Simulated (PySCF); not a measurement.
A mixed set of molecules.

All values: B3LYP/def2-SVPD (PySCF) at PBE0-D3(BJ)/def2-SVP geometries, gas phase, one conformer each. Core orbitals are frozen in the response; Δα² is half the sum of the squared differences of the principal polarisabilities.

(1) Rank by dipole moment, lowest first.
A. `C#C[SiH2]C#C[SiH3]`
B. `[CH3:1][CH2:2][SiH:3]1[CH2:4][SiH2:5][CH2:6]1` with C1–C2–Si3–C4 -67°
C. `[CH2:1]=[C:2]([CH3:3])[C@H:4]1[CH2:5][CH2:6][CH2:7][AlH:8]1` with C1–C2–C4–C5 -22°, C2–C4–C5–C6 157°, C4–C5–C6–C7 -56°, C5–C6–C7–Al8 38°, C6–C7–Al8–C4 -14°

(2) Rank by HOMO–LUMO gap, highest first.
A. `CC[SiH]1C[SiH2]C1`
B. `C=C(C)[C@H]1CC[CH2][AlH]1`
C. `O=C(Cl)C(F)(F)C(F)(F)F`
D. `C#C[SiH2]C#C[SiH3]`

## Answers

(1) A (0.50 D), B (0.81 D), C (1.03 D).

(2) A (7.21 eV), D (6.86 eV), C (6.55 eV), B (4.69 eV).

All values together:

```
                   SMILES   formula  μ (D)  HOMO (eV)  LUMO (eV)  α (Å³)  Δα (Å³)  electrons  α per electron (Å³)  ΔSCF removal energy (eV)
   O=C(Cl)C(F)(F)C(F)(F)F   C3ClF5O   1.03      -9.41      -2.86    8.55     2.55         88                0.097                         –
C=C(C)[C@H]1CC[CH2][AlH]1   C7H13Al   1.03      -5.96      -1.27   16.65     3.93         68                0.245                         –
       C#C[SiH2]C#C[SiH3]   C4H6Si2   0.50      -7.91      -1.05   15.24     8.62         58                0.263                         –
        CC[SiH]1C[SiH2]C1  C4H12Si2   0.81      -7.19       0.02   15.00     4.51         64                0.234                      9.08
```

Conformers: `[O:1]=[C:2]([Cl:3])[C:4]([F:5])([F:6])[C:7]([F:8])([F:9])[F:10]` with O1–C2–C4–F5 -21°; `[CH2:1]=[C:2]([CH3:3])[C@H:4]1[CH2:5][CH2:6][CH2:7][AlH:8]1` with C1–C2–C4–C5 -22°, C2–C4–C5–C6 157°, C4–C5–C6–C7 -56°, C5–C6–C7–Al8 38°, C6–C7–Al8–C4 -14°; `[CH3:1][CH2:2][SiH:3]1[CH2:4][SiH2:5][CH2:6]1` with C1–C2–Si3–C4 -67°.

A dash marks a removal energy that wasn't run or isn't settled.
